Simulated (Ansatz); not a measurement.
C2H8SSi2 can be A, `[SiH3][SiH]1CCS1`, or B, `S[SiH]1C[SiH2]C1`.

Program: Ansatz. Geometries: PBE0-D4/def2-TZVP. ΔE: electronic, gas phase. CBS: MP2 limit from def2 TZ/QZ plus the TZ coupled-cluster correction, frozen cores. DFT in def2-TZVPP. B3LYP here is the variant with VWN-RPA as its local correlation; programs differ in this. One conformer a species, not always the lowest.

A:

Z-matrix (Å, degrees):
```
Si
Si 1 2.341
H 1 1.490 2 111.6
H 1 1.488 2 110.1 3 120.7
H 1 1.488 2 109.1 3 -120.0
C 2 1.886 1 115.9 3 80.3
S 2 2.146 1 112.8 3 172.9
H 2 1.491 1 110.3 3 -56.0
C 6 1.540 2 93.2 1 96.5
H 6 1.092 2 110.0 1 -150.0
H 6 1.091 2 119.3 1 -23.7
H 9 1.090 6 111.9 2 -98.7
H 9 1.090 6 114.3 2 137.2
```

B:

Z-matrix (Å, degrees):
```
Si
C 1 1.887
Si 1 2.593 2 46.8
S 1 2.141 2 118.2 3 130.4
C 1 1.882 2 91.9 3 14.3
H 1 1.488 2 111.1 3 -101.3
H 2 1.089 1 118.3 3 121.1
H 2 1.093 1 111.5 3 -111.4
H 3 1.488 1 138.5 2 80.4
H 3 1.488 1 112.5 2 -100.0
H 4 1.344 1 94.7 2 76.1
H 5 1.088 1 118.3 2 -135.7
H 5 1.094 1 111.5 2 97.0
```

Problem. Which isomer does CCSD(T)/CBS put lower? Give the gap. (Best estimate.)

Solution. Computed: B, by 23.1 kcal/mol.

Problem. Give E(B) − E(A) in kcal/mol with B2PLYP, CCSD/def2-TZVPP, B3LYP, MP2/def2-TZVPP, PBE0-D4, B3LYP-D4, HF/def2-TZVPP. (Estimate.)

Solution. The calculation gave: B2PLYP -22.7, CCSD/def2-TZVPP -22.8, B3LYP -21.6, MP2/def2-TZVPP -24.7, PBE0-D4 -21.7, B3LYP-D4 -21.8, HF/def2-TZVPP -22.1. None reverses the order clearly.

Largest T1 diagnostic: 0.012.

From PBE to PBE0 (25 % exact exchange), in def2-TZVPP and without D4, E(B) − E(A) moves by −1.3 kcal/mol.
